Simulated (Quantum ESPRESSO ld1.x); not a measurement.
The table gives one normalised radial function P(r) = r R(r) of Cl2+ in [Ne] 3s2 3p3 (r in bohr). Method: scalar-relativistic Kohn-Sham, LDA (Slater exchange, Perdew-Wang correlation), spin-polarised, spherical densities, point nucleus; open shells are filled with parallel spins first; computed with ld1.x of Quantum ESPRESSO 7.5.

r,P
0.008487,0.0035
0.009723,0.0045
0.01105,0.0058
0.01266,0.0075
0.01439,0.0095
0.01649,0.0122
0.01874,0.0154
0.02147,0.0197
0.0244,0.0248
0.02795,0.0316
0.03177,0.0394
0.0364,0.0497
0.04137,0.0616
0.0474,0.0768
0.05387,0.0940
0.06172,0.1155
0.07014,0.1392
0.08036,0.1681
0.09134,0.1985
0.1046,0.2340
0.1189,0.2694
0.1363,0.3076
0.1549,0.3422
0.1774,0.3746
0.2017,0.3978
0.231,0.4103
0.2626,0.4065
0.3008,0.3816
0.3419,0.3350
0.3917,0.2583
0.4452,0.1601
0.5101,0.0300
0.5797,-0.1119
0.6642,-0.2749
0.7549,-0.4295
0.8648,-0.5818
0.9829,-0.7015
1.126,-0.7914
1.28,-0.8330
1.466,-0.8277
1.667,-0.7784
1.909,-0.6871
2.17,-0.5764
2.486,-0.4473
2.826,-0.3289
3.237,-0.2186
3.68,-0.1366
4.216,-0.0747
4.791,-0.0380
5.489,-0.0162
6.239,-0.0063
7.148,-0.0020
8.124,-0.0006
9.307,-0.0001
10.58,0.0000
12.12,0.0000

Which n and l does it have? It may be an empty orbital.

Answer. n = 3, l = 1: the number of nodes gives n - l - 1 = 1, the rise at small r (about r^(l+1)) gives l, and the extent must fit the shell. The curve is that of 3p down; the table hardly tells the two spins apart. 3p down (empty): eigenvalue -29.611 eV, 1 radial node at r = 0.525 bohr, <r> = 1.63 bohr, 90 % of the charge inside 2.50 bohr.
